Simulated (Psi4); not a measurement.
Input for Psi4: SAPT0/jun-cc-pV(D+d)Z on C2H4F2 (a complex), monomers drawn apart or pushed together.

```
memory 2025 MB

molecule dimer {
0 1
F    -0.09966557   -0.05492580   -0.30703798
H     0.01984255    0.44260732    0.47216502
--
0 1
C    -0.25520481   -1.19535591    2.69341073
C     0.00865650    0.05910567    2.98225489
F     0.17080472    1.00147878    2.00446928
H    -0.35620668   -1.54055611    1.67369663
H    -0.37456791   -1.90231150    3.50108039
H     0.12817510    0.50169264    3.96014892
units angstrom
symmetry c1
no_reorient
no_com
}

set {
  basis jun-cc-pV(D+d)Z
  scf_type df
  freeze_core true
}

energy('sapt0')
```

It printed:

```
[...]
==> Input File <==

--------------------------------------------------------------------------
memory 2025 MB

molecule dimer {
0 1
F    -0.09966557   -0.05492580   -0.30703798
H     0.01984255    0.44260732    0.47216502
--
0 1
C    -0.25520481   -1.19535591    2.69341073
C     0.00865650    0.05910567    2.98225489
F     0.17080472    1.00147878    2.00446928
H    -0.35620668   -1.54055611    1.67369663
H    -0.37456791   -1.90231150    3.50108039
H     0.12817510    0.50169264    3.96014892
units angstrom
symmetry c1
no_reorient
no_com
}

set {
  basis jun-cc-pV(D+d)Z
  scf_type df
  freeze_core true
}

energy('sapt0')
--------------------------------------------------------------------------


   => Loading Basis Set <=

    Name: JUN-CC-PV(D+D)Z
    Role: ORBITAL
    Keyword: BASIS
    atoms 1, 5   entry F          line   290 file jun-cc-pv_dpd_z.gbs
    atoms 2, 6-8 entry H          line    60 file jun-cc-pv_dpd_z.gbs
    atoms 3-4    entry C          line   188 file jun-cc-pv_dpd_z.gbs

   => Loading Basis Set <=

    Name: JUN-CC-PV(D+D)Z
    Role: ORBITAL
    Keyword: BASIS
    atoms 1, 5   entry F          line   290 file jun-cc-pv_dpd_z.gbs
    atoms 2, 6-8 entry H          line    60 file jun-cc-pv_dpd_z.gbs
    atoms 3-4    entry C          line   188 file jun-cc-pv_dpd_z.gbs


  //>>>>>>>>>>>>>>>>>>>>>>>>>>>>>>>>>>>//
  //              Dimer HF             //
  //<<<<<<<<<<<<<<<<<<<<<<<<<<<<<<<<<<<//

   => Libint2 <=

    Primary   basis highest AM E, G, H:  7, 6, 3
    Auxiliary basis highest AM E, G, H:  7, 7, 4
    Onebody   basis highest AM E, G, H:  -, -, -
    Solid Harmonics ordering:            Gaussian


   => Loading Basis Set <=

    Name: JUN-CC-PV(D+D)Z
    Role: ORBITAL
    Keyword: BASIS
    atoms 1, 5   entry F          line   290 file jun-cc-pv_dpd_z.gbs
    atoms 2, 6-8 entry H          line    60 file jun-cc-pv_dpd_z.gbs
    atoms 3-4    entry C          line   188 file jun-cc-pv_dpd_z.gbs


         ---------------------------------------------------------
                                   SCF
               by Justin Turney, Rob Parrish, Andy Simmonett
                          and Daniel G. A. Smith
                              RHF Reference
                        1 Threads,   1931 MiB Core
         ---------------------------------------------------------

  ==> Geometry <==

    Molecular point group: c1
    Full point group: C1

    Geometry (in Angstrom), charge = 0, multiplicity = 1:

       Center              X                  Y                   Z               Mass
    ------------   -----------------  -----------------  -----------------  -----------------
         F           -0.099665570000    -0.054925800000    -0.307037980000    18.998403162730
         H            0.019842550000     0.442607320000     0.472165020000     1.007825032230
         C           -0.255204810000    -1.195355910000     2.693410730000    12.000000000000
         C            0.008656500000     0.059105670000     2.982254890000    12.000000000000
         F            0.170804720000     1.001478780000     2.004469280000    18.998403162730
         H           -0.356206680000    -1.540556110000     1.673696630000     1.007825032230
         H           -0.374567910000    -1.902311500000     3.501080390000     1.007825032230
         H            0.128175100000     0.501692640000     3.960148920000     1.007825032230

  Running in c1 symmetry.

  Rotational constants: A =      0.37899  B =      0.05556  C =      0.04850 [cm^-1]
  Rotational constants: A =  11361.81521  B =   1665.73174  C =   1454.12510 [MHz]
  Nuclear repulsion =  116.628952807131128

  Charge       = 0
  Multiplicity = 1
  Electrons    = 34
  Nalpha       = 17
  Nbeta        = 17

  ==> Algorithm <==

  SCF Algorithm Type is DF.
  DIIS enabled.
  MOM disabled.
  Fractional occupation disabled.
  Guess Type is SAD.
  Energy threshold   = 1.00e-08
  Density threshold  = 1.00e-08
  Integral threshold = 1.00e-12

  ==> Primary Basis <==

  Basis Set: JUN-CC-PV(D+D)Z
    Blend: JUN-CC-PV(D+D)Z
    Number of shells: 44
    Number of basis functions: 92
    Number of Cartesian functions: 96
    Spherical Harmonics?: true
    Max angular momentum: 2

   => Loading Basis Set <=

    Name: (JUN-CC-PV(D+D)Z AUX)
    Role: JKFIT
    Keyword: DF_BASIS_SCF
    atoms 1, 5   entry F          line   314 file jun-cc-pvdz-jkfit.gbs
    atoms 2, 6-8 entry H          line    70 file jun-cc-pvdz-jkfit.gbs
    atoms 3-4    entry C          line   146 file jun-cc-pvdz-jkfit.gbs

  ==> Integral Setup <==

  DFHelper Memory: AOs need 0.028 GiB; user supplied 1.414 GiB.
  SCF_SUBTYPE=INCORE selected. In-core MEM_DF algorithm will be used.
  Using in-core AOs.

  ==> MemDFJK: Density-Fitted J/K Matrices <==

    J tasked:                   Yes
    K tasked:                   Yes
    wK tasked:                   No
    OpenMP threads:               1
    Algorithm:                 Core
    Schwarz Cutoff:           1E-12
    Mask spar
[...]
        A
    DOCC [    12 ]
    NA   [    12 ]
    NB   [    12 ]

  @DF-RHF Final Energy:  -176.90228484856846

   => Energetics <=

    Nuclear Repulsion Energy =             67.2211710528696784
    One-Electron Energy =                -376.1302748640576397
    Two-Electron Energy =                 132.0068189626194908
    Total Energy =                       -176.9022848485684563

Computation Completed


Properties will be evaluated at   0.000000,   0.000000,   0.000000 [a0]

Properties computed using the SCF density matrix


 Multipole Moments:

 ------------------------------------------------------------------------------------
     Multipole            Electronic (a.u.)      Nuclear  (a.u.)        Total (a.u.)
 ------------------------------------------------------------------------------------

 L = 1.  Multiply by 2.5417464519 to convert [e a0] to [Debye]
 Dipole X            :          0.9404782           -1.0292334           -0.0887552
 Dipole Y            :          0.8918287           -1.4085402           -0.5167115
 Dipole Z            :       -115.1668058          115.7063115            0.5395057
 Magnitude           :                                                    0.7522863

 ------------------------------------------------------------------------------------

  Constructing Basis Sets for SAPT...

   => Loading Basis Set <=

    Name: (JUN-CC-PV(D+D)Z AUX)
    Role: RIFIT
    Keyword: DF_BASIS_SAPT
    atoms 1, 5   entry F          line   232 file jun-cc-pvdz-ri.gbs
    atoms 2, 6-8 entry H          line    30 file jun-cc-pvdz-ri.gbs
    atoms 3-4    entry C          line   100 file jun-cc-pvdz-ri.gbs

   => Loading Basis Set <=

    Name: (JUN-CC-PV(D+D)Z AUX)
    Role: JKFIT
    Keyword: DF_BASIS_ELST
    atoms 1, 5   entry F          line   314 file jun-cc-pvdz-jkfit.gbs
    atoms 2, 6-8 entry H          line    70 file jun-cc-pvdz-jkfit.gbs
    atoms 3-4    entry C          line   146 file jun-cc-pvdz-jkfit.gbs


  //>>>>>>>>>>>>>>>>>>>>>>>>>>>>>>>>>>>//
  //               SAPT0               //
  //<<<<<<<<<<<<<<<<<<<<<<<<<<<<<<<<<<<//



        SAPT0
    Ed Hohenstein
     6 June 2009

      Orbital Information
  --------------------------
    NSO        =        92
    NMO        =        92
    NRI        =       316
    NRI (Elst) =       408
    NOCC A     =         5
    NOCC B     =        12
    FOCC A     =         1
    FOCC B     =         3
    NVIR A     =        87
    NVIR B     =        80

    Elst10,r            =    -0.016567634251 [Eh]
    Exch10              =     0.020297240757 [Eh]
    Exch10 (S^2)        =     0.020129742780 [Eh]

    Maxiter = 50
    CPHF R converge = 1.000000E-08

    Iter     Energy [mEh]          dE [mEh]         Residual      Time [s]
       1      -2.75091268       2.750912679     6.908994e-03             0
       2      -3.20207120       0.451158518     1.009629e-03             1
       3      -3.19263443      -0.009436767     4.614385e-04             1
       4      -3.18908391      -0.003550521     1.620646e-04             1
       5      -3.19029313       0.001209224     3.071672e-05             1
       6      -3.19053536       0.000242230     5.526071e-06             1
       7      -3.19046402      -0.000071348     1.030419e-06             1
       8      -3.19047377       0.000009755     1.215029e-07             1
       9      -3.19047320      -0.000000574     1.973553e-08             1
      10      -3.19047318      -0.000000018     4.024915e-09             1

    CHF Iterations converged

    Maxiter = 50
    CPHF R converge = 1.000000E-08

    Iter     Energy [mEh]          dE [mEh]         Residual      Time [s]
       1      -5.44190253       5.441902531     1.622817e-02             0
       2      -6.75950587       1.317603341     6.956478e-03             0
       3      -6.98897081       0.229464941     1.866658e-03             0
       4      -6.95179202      -0.037178790     5.702144e-04             0
       5      -6.94294398      -0.008848047     1.509764e-04             0
       6      -6.94555368       0.002609707     6.734497e-05             0
       7      -6.94671478       0.001161093     1.329314e-05             0
       8      -6.94651100      -0.000203774     4.328943e-06             0
       9      -6.94645529      -0.000055706     1.050453e-06             0
      10      -6.94647255       0.000017252     2.304790e-07             0
      11      -6.94647186      -0.000000692     5.241899e-08             0
      12      -6.94647143      -0.000000428     9.099615e-09             0

    CHF Iterations converged

    Ind20,r (A<-B)      =    -0.003190473179 [Eh]
    Ind20,r (B<-A)      =    -0.006946471427 [Eh]
    Ind20,r             =    -0.010136944606 [Eh]
    Exch-Ind20,r (A<-B) =     0.002936303152 [Eh]
    Exch-Ind20,r (B<-A) =     0.002633698889 [Eh]
    Exch-Ind20,r        =     0.005570002041 [Eh]
    Disp20              =    -0.004167333369 [Eh]
    Disp20 (SS)         =    -0.002083666684 [Eh]
    Disp20 (OS)         =    -0.002083666684 [Eh]
    Exch-Disp20         =     0.000838797498 [Eh]
    Exch-Disp20 (SS)    =     0.000477191750 [Eh]
    Exch-Disp20 (OS)    =     0.000361605748 [Eh]

    SAPT Results
  --------------------------------------------------------------------------------------------------------
    Electrostatics                -16.56763425 [mEh]     -10.39634745 [kcal/mol]     -43.49831773 [kJ/mol]
      Elst10,r                    -16.56763425 [mEh]     -10.39634745 [kcal/mol]     -43.49831773 [kJ/mol]

    Exchange                       20.29724076 [mEh]      12.73671087 [kcal/mol]      53.29039827 [kJ/mol]
      Exch10                       20.29724076 [mEh]      12.73671087 [kcal/mol]      53.29039827 [kJ/mol]
      Exch10(S^2)                  20.12974278 [mEh]      12.63160430 [kcal/mol]      52.85063239 [kJ/mol]

    Induction                      -7.18582531 [mEh]      -4.50917346 [kcal/mol]     -18.86638174 [kJ/mol]
      Ind20,r                     -10.13694461 [mEh]      -6.36102878 [kcal/mol]     -26.61454440 [kJ/mol]
      Exch-Ind20,r                  5.57000204 [mEh]       3.49522905 [kcal/mol]      14.62403834 [kJ/mol]
      delta HF,r (2)               -2.61888274 [mEh]      -1.64337373 [kcal/mol]      -6.87587569 [kJ/mol]

    Dispersion                     -3.32853587 [mEh]      -2.08868779 [kcal/mol]      -8.73906972 [kJ/mol]
      Disp20                       -4.16733337 [mEh]      -2.61504117 [kcal/mol]     -10.94133225 [kJ/mol]
      Exch-Disp20                   0.83879750 [mEh]       0.52635338 [kcal/mol]       2.20226253 [kJ/mol]
      Disp20 (SS)                  -2.08366668 [mEh]      -1.30752058 [kcal/mol]      -5.47066613 [kJ/mol]
      Disp20 (OS)                  -2.08366668 [mEh]      -1.30752058 [kcal/mol]      -5.47066613 [kJ/mol]
      Exch-Disp20 (SS)              0.47719175 [mEh]       0.29944234 [kcal/mol]       1.25286677 [kJ/mol]
      Exch-Disp20 (OS)              0.36160575 [mEh]       0.22691103 [kcal/mol]       0.94939576 [kJ/mol]

  Total HF                         -3.45621880 [mEh]      -2.16881004 [kcal/mol]      -9.07430121 [kJ/mol]
  Total SAPT0                      -6.78475467 [mEh]      -4.25749783 [kcal/mol]     -17.81337093 [kJ/mol]

  Special recipe for scaled SAPT0 (see Manual):
    Electrostatics sSAPT0         -16.56763425 [mEh]     -10.39634745 [kcal/mol]     -43.49831773 [kJ/mol]
    Exchange sSAPT0                20.29724076 [mEh]      12.73671087 [kcal/mol]      53.29039827 [kJ/mol]
    Induction sSAPT0               -7.04562251 [mEh]      -4.42119488 [kcal/mol]     -18.49827936 [kJ/mol]
    Dispersion sSAPT0              -3.30742246 [mEh]      -2.07543893 [kcal/mol]      -8.68363647 [kJ/mol]
  Total sSAPT0                     -6.62343846 [mEh]      -4.15627039 [kcal/mol]     -17.38983529 [kJ/mol]
  --------------------------------------------------------------------------------------------------------



*** Psi4 exiting successfully. Buy a developer a beer!
```

The run finished.

Cost: very roughly 8 core-seconds.
